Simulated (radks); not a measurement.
Question: Numerical settings for the krypton ion Kr31+, [He] 2s2 2p1. Method: non-relativistic Kohn-Sham, PBE, spin-polarised, spherical densities, point nucleus; open shells are filled with parallel spins first; computed with a radial shooting solver on a logarithmic mesh with Libxc functionals. The defaults (mesh step 0.008 in ln r, mesh end at 40 bohr or more with all orbitals vanishing there, Anderson mixing 0.5 over 9 steps, residual threshold near 1e-9 with the energy settled to 1e-9 hartree or 1e-11 of itself, here a cap of 83 iterations) give E = -1699.4654 hartree and 2p at -3610.9 eV in 13 iterations. Run on one thread of a shared host, so times are rough (Arm Neoverse V1): 0.06 s of CPU time, 0.06 s wall, 13 iterations on 2476 mesh points. One setting is changed at a time: mesh step in ln r 0.12; mesh step in ln r 0.05; mesh step in ln r 0.012; mesh end (bohr) 3; mesh end (bohr) 400; residual threshold 1e-13; residual threshold 0.001; mixing 1.5; linear mixing, mixing 0.2; linear mixing, mixing 0.5; mixing history 2; iteration cap 2. Which runs fail to converge, and which converge to a wrong energy?

Answer: Not converged within the cap: mesh step in ln r 0.12; residual threshold 1e-13; linear mixing, mixing 0.2; iteration cap 2. No run marked as converged misses the energy by more than 1 mhartree.
